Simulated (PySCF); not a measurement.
Method: PySCF, PBE0, basis Bi def2-TZVPD with ECP60, N def2-TZVPD (scalar-relativistic core potentials, no spin–orbit coupling, density fitting). Open shells, if any, are unrestricted.

Question: What shape and geometry does isolated singlet BiN₂⁻ take (every ligand bound to Bi)?

Answer: Counting electrons, bismuth keeps none of its valence electrons outside its bonds, so the VSEPR class is AX2 and the expected shape is linear (D∞h), as computed. The lowest minimum found is a singlet of D∞h symmetry with Bi–N 1.931 Å (×2); N–Bi–N 180.0°. Its harmonic wavenumbers are 93 (πu), 739 (σg+), 773 (σu+) cm⁻¹ and its dipole moment is 0.00 D about the centre of mass.

Other isomers or separated fragments may lie lower. The lowest empty level of this anion is unbound, so it and the gap depend on the basis. Spin–orbit coupling, left out here, can matter for elements this heavy.
